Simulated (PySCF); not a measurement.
Input of a run (PBE0-D3(BJ)/def2-SVP geometry optimisation, gas phase (PySCF 2.14.0)), started from GFN2-xTB:
```
{"job": {"xc": "PBE0", "basis": "def2-SVP", "d3": "d3bj", "grid": 1, "kind": "geom"}, "charge": 0, "multiplicity": 1}
C      2.398128     1.380928     1.410821
Si     1.477403     0.133897     0.311823
C      1.556882     0.685486    -1.513547
C      2.196010    -1.625867     0.467686
O     -0.043247     0.213973     0.939162
C     -1.091235    -0.657018     0.668272
C     -2.428945     0.049915     0.977047
C     -3.135602     0.110760    -0.381321
C     -1.979296    -0.130114    -1.353500
O     -1.129128    -1.040222    -0.676517
H      1.910760     2.350115     1.409912
H      2.453001     1.043869     2.440417
H      3.412081     1.520376     1.052847
H      1.107437     1.665583    -1.650371
H      1.036443    -0.011680    -2.163594
H      2.584864     0.749792    -1.856113
H      1.619292    -2.330091    -0.125844
H      2.172403    -1.968580     1.498929
H      3.226004    -1.676691     0.129866
H     -0.940634    -1.574876     1.253275
H     -3.006380    -0.491376     1.722588
H     -2.199934     1.044403     1.357090
H     -3.866257    -0.693571    -0.468390
H     -3.631897     1.061957    -0.557860
H     -2.276226    -0.593902    -2.294264
H     -1.442972     0.805547    -1.555293
```

Output (energies in Eh, forces in Eh/bohr):
```
step   0  E = -715.39130147  max force = 0.031082
step   1  E = -715.39601544  max force = 0.002644
step   2  E = -715.39626706  max force = 0.001690
step   3  E = -715.39632898  max force = 0.001237
step   4  E = -715.39636233  max force = 0.001283
step   5  E = -715.39639090  max force = 0.000678
step   6  E = -715.39640296  max force = 0.000452
step   7  E = -715.39641184  max force = 0.000394
optimisation converged
```

**Question.** Summarise the run.

**Answer.** The energy falls by 3.2 kcal/mol over 8 energy and gradient evaluations, the largest force component goes from 0.0311 to 3.9e-04 Eh/bohr, and the atoms move by 0.158 Å rms after alignment. The bond that changes most is Si2–O5 (oxygen-bound silicon to silyl ether oxygen), which lengthens by 0.047 Å. Bonds longer at the end by more than 0.005 Å: 18 of 26; shorter: 5. Among the angles that change most is C1–Si2–O5, from 101.3° to 104.4°. Among the dihedrals that turn most is C4–Si2–O5–C6, from -49° to -36°. The energy never rose by more than 1e-6 Eh on the way. The first step brought 92 % of the lowering.

**Question.** What are the final bond lengths?

**Answer.** C1–Si2 1.870 Å, Si2–C3 1.873 Å, Si2–C4 1.874 Å, Si2–O5 1.694 Å, O5–C6 1.391 Å, C6–C7 1.539 Å, C7–C8 1.532 Å, C8–C9 1.522 Å, C9–O10 1.413 Å, C6–O10 1.407 Å, C1–H11 1.101 Å, C1–H12 1.101 Å, C1–H13 1.101 Å, C3–H14 1.101 Å, C3–H15 1.100 Å, C3–H16 1.102 Å, C4–H17 1.101 Å, C4–H18 1.102 Å, C4–H19 1.102 Å, C6–H20 1.105 Å, C7–H21 1.099 Å, C7–H22 1.099 Å, C8–H23 1.101 Å, C8–H24 1.099 Å, C9–H25 1.099 Å, C9–H26 1.107 Å. Numbering counts from 1 in the input's order; the species is `C[Si](C)(C)O[C@H]1CCCO1`.

The run used 224 basis functions and 52 SCF cycles in all. Time: 5.6 min of wall time. Hardware: an x86-64 server with one thread (shared host).

No PBE0-D3(BJ)/def2-SVP frequencies stand behind this structure, so it isn't proved a minimum. One conformer, not necessarily the lowest.
